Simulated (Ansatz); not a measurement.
CH5ClGe (`[CH3][GeH2][Cl]`). The species carries charge 0 and has multiplicity 1.

```xyz
8

C    -0.8673   -0.4512   -0.4236
Ge    0.6394    0.5299    0.3046
Cl    2.0481   -0.9208    1.0767
H    -1.3327   -1.0494    0.3597
H    -0.5281   -1.1116   -1.2216
H    -1.6054    0.2449   -0.8265
H     0.2499    1.4224    1.4923
H     1.3961    1.3358   -0.7616
```

Problem. List the harmonic frequencies (cm⁻¹, unscaled) at PBE0-D4/def2-TZVP in Ansatz. (Estimate.)

Solution. Ansatz gave: 131, 164, 416, 453, 619, 626, 712, 850, 863, 876, 1267, 1448, 1454, 2162, 2167, 3066, 3157, 3169.

Problem. Is this a minimum?

Solution. Yes, all 18 modes are real.

Problem. Give the ideal-gas thermochemistry at 298.15 K and 1 bar (rigid rotor, harmonic oscillator; point group Cs, symmetry number 1).

Solution. Zero-point energy 141.2 kJ/mol; H(298) − E = 157.6 kJ/mol; entropy 313.0 J/(mol·K), of which translation 169.1, rotation 107.1, vibration 36.8; G(298) − E = 64.2 kJ/mol.
